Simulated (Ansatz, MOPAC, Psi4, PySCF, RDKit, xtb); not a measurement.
Noncovalent pair: N2 (SMILES N#N) (first 2 atoms) with GeH4 (SMILES [GeH4]); geometry from B3LYP-D3(BJ)/def2-TZVP, rigid monomers moved along the line of their centres of mass till N1···Ge3 is 4.14 Å.
(charge 0, multiplicity 1):
```xyz
7

N     -0.4404     0.5123     0.1420
N     -0.1151     1.1897    -0.6487
Ge     0.1617    -0.5002     4.1145
H      1.3861     0.1079     3.4145
H      0.4952    -0.7532     5.5931
H     -0.2093    -1.8274     3.4383
H     -1.0196     0.4757     4.0172
```

| level | interaction energy (kJ/mol) | minus CCSD(T)/CBS(aug-cc-pVDZ, aug-cc-pVTZ) | cost |
|---|---|---|---|
| UFF | -1.5 | 0.3 | - |
| AM1 | 0.4 | 2.2 | - |
| PM6 | -0.4 | 1.4 | - |
| PM7 | -1.4 | 0.3 | - |
| GFN1-xTB | -19.4 | -17.6 | - |
| GFN2-xTB | -4.4 | -2.6 | - |
| HF/STO-3G (no counterpoise) | -0.4 | 1.4 | - |
| HF/6-31G* | 0.1 | 1.9 | - |
| HF/6-31G* (no counterpoise) | -0.8 | 0.9 | - |
| HF/aug-cc-pVDZ | 0.1 | 1.9 | - |
| HF/aug-cc-pVTZ | 0.1 | 1.9 | - |
| PBE/def2-TZVPPD | -0.9 | 0.9 | ×1 |
| PBE-D3(BJ)/def2-TZVPPD | -2.4 | -0.6 | ×1 |
| PBE-D4/def2-TZVPPD | -1.8 | 0.0 | ×1 |
| BP86/6-31G* (no counterpoise) | -0.5 | 1.2 | - |
| r2SCAN/def2-TZVPPD | -0.8 | 1.0 | ×2 |
| r2SCAN-D3(BJ)/def2-TZVPPD | -1.6 | 0.2 | ×2 |
| r2SCAN-D4/def2-TZVPPD | -1.3 | 0.4 | ×2 |
| B3LYP/3-21G (no counterpoise) | -5.1 | -3.3 | - |
| B3LYP/6-31G* | 0.4 | 2.1 | - |
| B3LYP/6-31G* (no counterpoise) | -1.6 | 0.2 | - |
| B3LYP/def2-TZVPPD | 0.4 | 2.2 | ×2 |
| B3LYP-D3(BJ)/def2-TZVPPD | -1.8 | 0.0 | ×2 |
| B3LYP-D4/def2-TZVPPD | -0.7 | 1.0 | ×2 |
| PBE0/def2-TZVPPD | -0.7 | 1.1 | ×2 |
| PBE0-D3(BJ)/def2-TZVPPD | -2.2 | -0.5 | ×2 |
| PBE0-D4/def2-TZVPPD | -1.7 | 0.1 | ×2 |
| M06-2X/6-31G* (no counterpoise) | -3.0 | -1.2 | - |
| wB97M-V/def2-TZVPPD | -1.7 | 0.1 | ×4 |
| MP2/6-31G* | -0.9 | 0.8 | - |
| MP2/6-31G* (no counterpoise) | -3.0 | -1.3 | - |
| MP2/aug-cc-pVDZ | -1.8 | 0.0 | - |
| MP2/aug-cc-pVTZ | -1.9 | -0.1 | - |
| MP2/CBS(aug-cc-pVDZ, aug-cc-pVTZ) | -1.9 | -0.2 | - |
| SCS-MP2/aug-cc-pVTZ | -1.5 | 0.3 | - |
| CCSD/aug-cc-pVDZ | -1.4 | 0.4 | - |
| CCSD/aug-cc-pVTZ | -1.4 | 0.3 | - |
| CCSD(T)/aug-cc-pVDZ | -1.6 | 0.2 | ×5 |
| CCSD(T)/CBS(aug-cc-pVDZ, aug-cc-pVTZ) | -1.8 | 0.0 | ×400* |
| SAPT0/aug-cc-pVDZ | -1.8 | 0.0 | - |

 The comparison column counts from a level with limits of its own.

The rows run from -19.4 (GFN1-xTB) to 0.4 kJ/mol (B3LYP/def2-TZVPPD). From aug-cc-pVDZ to aug-cc-pVTZ MP2 changes by -0.1. The dispersion term adds -1.5 in PBE-D3(BJ), -0.9 in PBE-D4, -0.8 in r2SCAN-D3(BJ). The 5 functionals in def2-TZVPPD without D3 or D4 span 2.2, from wB97M-V to B3LYP.

Counterpoise-corrected where a basis set is named; no monomer relaxation. Rows marked so take none. RDKit's UFF carries no charges.

Correlated levels freeze the cores. Filled d and f shells under p-block atoms count as core. CBS: X⁻³ extrapolation of the correlation energy, Hartree–Fock from the larger set. Rows in 3-21G, 6-31G*, STO-3G carry no dispersion term and start afresh at each structure (6-31G* with six Cartesian d functions); the Pople sets are all-electron and without relativity. MP2/6-31G* freezes PySCF's default core, which leaves 3d correlated. The state reached by AM1, PM6, PM7 isn't checked; PM7 holds dispersion and hydrogen-bond terms.

Codes used: Ansatz (Gaussian basis) for Hartree–Fock, density functionals and correlated methods; MOPAC for AM1, PM6, PM7 (differences of heats of formation); Psi4 for SAPT; PySCF for 3-21G rows, 6-31G* rows, STO-3G rows, the dispersion terms; RDKit for the force fields; xtb for the GFN methods. 

Costs are rough ratios of core time to PBE/def2-TZVPPD (about 2.8 s over the structures, on one shared machine); a dash marks a level with no comparable run of its own. A star marks coupled-cluster runs past 200 virtual orbitals, where the program's memory plan changes under this machine's limit, so their costs aren't comparable with smaller runs.

Ansatz is an electronic-structure program.
